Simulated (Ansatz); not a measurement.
`O=CBBr` → B• + Br• + C• + 2 H• + O•  (atomization)

Computed with Ansatz on PBE0-D4/def2-TZVP structures; ΔE is electronic, products minus reactants. CCSD(T)/CBS adds triple-zeta CCSD(T) − MP2 to the extrapolated MP2 energy (def2 sets, frozen cores). This one scheme is used for every species, atoms too. Functionals use def2-TZVPP. B3LYP here is the variant with VWN-RPA as its local correlation; programs differ in this. HSE06 is defined as in plane-wave codes. No spin–orbit coupling; open shells (•) take unrestricted orbitals. Spin–orbit coupling would lower the free atoms: a little for B, C, O; clearly for Br. For Br outer-core shells are correlated without core-valence functions, so the limit isn't a true one: a few kJ/mol of doubt a bond, and 10 to 20 or more in all where bonds break to atoms. Scalar relativity is left out up to krypton. Each species was taken in one conformer, which may not be the lowest.

| level | ΔE (eV) | difference from CCSD(T)/CBS |
| --- | --- | --- |
| LDA (SPW92) | 27.56 | 4.05 |
| PBE-D4 | 24.50 | 0.99 |
| revPBE-D4 | 23.76 | 0.25 |
| BLYP-D4 | 23.75 | 0.24 |
| r2SCAN-D4 | 23.81 | 0.30 |
| B97M-V | 23.62 | 0.11 |
| PBE0-D4 | 23.75 | 0.24 |
| B3LYP-D4 | 23.54 | 0.03 |
| r2SCANh-D4 | 23.54 | 0.03 |
| r2SCAN0-D4 | 23.16 | -0.35 |
| HSE06-D4 | 23.77 | 0.26 |
| BHLYP-D4 | 22.53 | -0.98 |
| ωB97X-V | 23.55 | 0.04 |
| ωB97M-V | 23.59 | 0.08 |
| B2PLYP | 23.38 | -0.13 |
| PBE-QIDH | 23.48 | -0.03 |
| PBE | 24.39 | 0.88 |
| revPBE | 23.42 | -0.09 |
| BLYP | 23.50 | -0.01 |
| r2SCAN | 23.78 | 0.27 |
| PBE0 | 23.65 | 0.14 |
| B3LYP | 23.36 | -0.15 |
| r2SCANh | 23.51 | 0.00 |
| r2SCAN0 | 23.13 | -0.38 |
| HSE06 | 23.68 | 0.17 |
| BHLYP | 22.38 | -1.13 |
| CAM-B3LYP | 23.48 | -0.03 |
| HF/def2-SVP | 17.10 | -6.41 |
| MP2/def2-SVP | 23.14 | -0.37 |
| CCSD/def2-SVP | 22.06 | -1.45 |
| CCSD(T)/def2-SVP | 22.42 | -1.09 |
| HF/def2-TZVPP | 16.74 | -6.77 |
| MP2/def2-TZVPP | 23.70 | 0.19 |
| SCS-MP2/def2-TZVPP | 23.31 | -0.20 |
| CCSD/def2-TZVPP | 22.34 | -1.17 |
| HF/def2-QZVPP | 16.76 | -6.75 |
| MP2/def2-QZVPP | 24.09 | 0.58 |
| SCS-MP2/def2-QZVPP | 23.73 | 0.22 |
| MP2/CBS(def2) | 24.36 | 0.85 |
| CCSD/CBS(def2) | 23.00 | -0.51 |
| CCSD(T)/CBS | 23.51 | 0 |

Largest T1 diagnostic among the species: 0.014.

Leaving LDA and LC-ωPBE aside and taking each functional with its dispersion term where it has one, the values spread over 1.98 eV, from BHLYP-D4 to PBE-D4. LDA lies +3.17 eV from PBE without D4, its usual overbinding. At CCSD(T), def2-SVP lies −1.08 eV from the extrapolated value and def2-TZVPP −0.66 eV: correlation converges slowly with the basis, and small sets miss more of it in the bonded molecule than in its fragments.

For atomizations the MP2-based limit and the directly extrapolated one differ by several kJ/mol either way, and by 10 to 25 for some Ge, Se and Sn compounds, so smaller differences from it don't rank the levels.
